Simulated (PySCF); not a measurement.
SMILES Brc1cccc2cc3ccccc3nc12, C₁₃H₈BrN

Molfile (atoms numbered from 1):
```
C13H8BrN
     RDKit          3D

 23 25  0  0  0  0  0  0  0  0999 V2000
   -2.3872    3.1407    0.8591 Br  0  0  0  0  0  0  0  0  0  0  0  0
   -2.4167    1.3090    0.3845 C   0  0  0  0  0  0  0  0  0  0  0  0
   -3.5967    0.6450    0.2336 C   0  0  0  0  0  0  0  0  0  0  0  0
   -3.5951   -0.7195   -0.1213 C   0  0  0  0  0  0  0  0  0  0  0  0
   -2.4245   -1.3885   -0.3175 C   0  0  0  0  0  0  0  0  0  0  0  0
   -1.1822   -0.7253   -0.1675 C   0  0  0  0  0  0  0  0  0  0  0  0
    0.0517   -1.3453   -0.3513 C   0  0  0  0  0  0  0  0  0  0  0  0
    1.2301   -0.6225   -0.1843 C   0  0  0  0  0  0  0  0  0  0  0  0
    2.5193   -1.1851   -0.3539 C   0  0  0  0  0  0  0  0  0  0  0  0
    3.6334   -0.4230   -0.1754 C   0  0  0  0  0  0  0  0  0  0  0  0
    3.5246    0.9392    0.1811 C   0  0  0  0  0  0  0  0  0  0  0  0
    2.3055    1.5203    0.3540 C   0  0  0  0  0  0  0  0  0  0  0  0
    1.1217    0.7613    0.1777 C   0  0  0  0  0  0  0  0  0  0  0  0
   -0.0520    1.3567    0.3541 N   0  0  0  0  0  0  0  0  0  0  0  0
   -1.1663    0.6628    0.1938 C   0  0  0  0  0  0  0  0  0  0  0  0
   -4.5339    1.1588    0.3841 H   0  0  0  0  0  0  0  0  0  0  0  0
   -4.5423   -1.2247   -0.2349 H   0  0  0  0  0  0  0  0  0  0  0  0
   -2.4205   -2.4339   -0.5904 H   0  0  0  0  0  0  0  0  0  0  0  0
    0.0924   -2.3917   -0.6246 H   0  0  0  0  0  0  0  0  0  0  0  0
    2.5941   -2.2285   -0.6268 H   0  0  0  0  0  0  0  0  0  0  0  0
    4.6150   -0.8544   -0.3054 H   0  0  0  0  0  0  0  0  0  0  0  0
    4.4273    1.5169    0.3157 H   0  0  0  0  0  0  0  0  0  0  0  0
    2.1975    2.5585    0.6258 H   0  0  0  0  0  0  0  0  0  0  0  0
  1  2  1  0
  2  3  1  0
  3  4  2  0
  4  5  1  0
  5  6  2  0
  6  7  1  0
  7  8  2  0
  8  9  1  0
  9 10  2  0
 10 11  1  0
 11 12  2  0
 12 13  1  0
 13 14  2  0
 14 15  1  0
 15  2  2  0
 15  6  1  0
 13  8  1  0
  3 16  1  0
  4 17  1  0
  5 18  1  0
  7 19  1  0
  9 20  1  0
 10 21  1  0
 11 22  1  0
 12 23  1  0
M  END
```

Computed, not measured: PySCF, quadratic response CAM-B3LYP/aug-cc-pVDZ first hyperpolarisability, Taylor convention, gas phase. Geometry: GFN2-xTB.

The calculation is non-relativistic, which matters for the atoms heavier than Zn.

(1) Give the tensor of the second harmonic β(−2ω;ω,ω) at 1064 nm in the axes of these coordinates.

Answers

(1) In au, Taylor convention; rows are the first index (the induced dipole):
|  | xx | yy | zz | xy | xz | yz |
| --- | --- | --- | --- | --- | --- | --- |
| x | +111.9 | -10.5 | -16.2 | +91.5 | +21.3 | -0.4 |
| y | +75.0 | +224.4 | +7.4 | -36.5 | -7.1 | +62.7 |
| z | +17.0 | +61.2 | +0.1 | -7.3 | -17.5 | +11.3 |

Norm of βᵢ = ⅓ Σⱼ (βᵢⱼⱼ + βⱼᵢⱼ + βⱼⱼᵢ): 337.5 au, hyper-Rayleigh value 134.8 au.
